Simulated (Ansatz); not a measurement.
The same redistribution along the group Ti, Zr, Hf.

Isolated molecules relaxed with PBE0-D4/def2-TZVP in Ansatz; ΔE leaves out vibrations. CCSD(T)/CBS adds triple-zeta CCSD(T) − MP2 to the extrapolated MP2 energy (def2 sets, frozen cores). DFT in def2-TZVPP. B3LYP here is the variant with VWN-RPA as its local correlation; programs differ in this. Elements past krypton have def2 core potentials. For Ge, Hf, Ti, Zr outer-core shells are correlated without core-valence functions, which leaves a few kJ/mol of doubt a bond. Scalar relativity is left out up to krypton.

```csv
reaction,ωB97M-V (kJ/mol),r2SCAN-D4 (kJ/mol),B3LYP-D4 (kJ/mol),CCSD(T)/CBS(def2) (kJ/mol)
`[Cl][Ti]([Cl])([Cl])[Cl]` + `C#[C][GeH2][CH3]` → `C#[C][Ti]([Cl])([Cl])[Cl]` + `[CH3][GeH2][Cl]`,62,64,61,66
`[Cl][Zr]([Cl])([Cl])[Cl]` + `C#[C][GeH2][CH3]` → `C#[C][Zr]([Cl])([Cl])[Cl]` + `[CH3][GeH2][Cl]`,72,72,69,75
`[Cl][Hf]([Cl])([Cl])[Cl]` + `C#[C][GeH2][CH3]` → `C#[C][Hf]([Cl])([Cl])[Cl]` + `[CH3][GeH2][Cl]`,69,68,66,71
```

Largest T1 diagnostic: 0.025, for `[Cl][Ti]([Cl])([Cl])[Cl]`.
